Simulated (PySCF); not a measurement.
Molecule (SMILES): [OH][Al]([F])[F].
Geometry (B3LYP-D3(BJ)/def2-TZVP, fixed):
```xyz
5

Al    -0.0065     0.0132    -0.0079
F     -1.3902    -0.8427    -0.2376
F      0.0720     1.5441    -0.5861
O      1.3237    -0.6222     0.7943
H      1.3595    -1.5063     1.1617
```

Basis-set convergence of the mean static polarisability at PBE0 with PySCF. All functions are spherical. Density fitting with generated auxiliary sets. In sets without p functions on hydrogen, species with hydrogen take exact integrals. Species with rotatable bonds are taken in one conformer. No added dispersion term, no relativity. Reference: the value in aug-pcseg-2, 25.61 bohr³. Deviations are taken from unrounded values. Cost is core time over that of 6-31G**, rough, on shared machines of one kind; a dash marks a row that isn't timed (too short, read off another run, short of memory, by another algorithm or on other hardware).

| basis | functions | cost |
|---|---|---|
| STO-3G | 25 | - |
| 3-21G | 42 | - |
| 6-31G | 42 | - |
| pcseg-0 | 42 | - |
| 6-31G* | 62 | - |
| 6-31G** | 65 | 1× |
| pcseg-1 | 65 | 1× |
| cc-pV(D+d)Z | 70 | 2× |
| 6-311G** | 86 | 1× |
| pcseg-2 | 138 | 3× |
| cc-pV(T+d)Z | 143 | 4× |
| cc-pV(Q+d)Z | 259 | 10× |
| pcseg-3 | 277 | 20× |

Problem. Which is the smallest set listed that can be trusted to 5 % here, that is, within that of the reference together with its larger relatives (same family, alike in diffuse functions; a set with none to test it counts only in the reference's own line)?

Solution. Of the sets listed that have larger relatives (same family, alike in diffuse functions), none stays within 5 % of the reference together with them. Inside, with no larger relative to test it: pcseg-3. Value minus reference over the reference: STO-3G -54.7, 3-21G -35.0, 6-31G -33.4, pcseg-0 -38.8, 6-31G* -26.6, 6-31G** -26.3, pcseg-1 -28.5, cc-pV(D+d)Z -25.2, 6-311G** -27.3, pcseg-2 -15.9, cc-pV(T+d)Z -13.2, cc-pV(Q+d)Z -6.0, pcseg-3 -3.4 %.
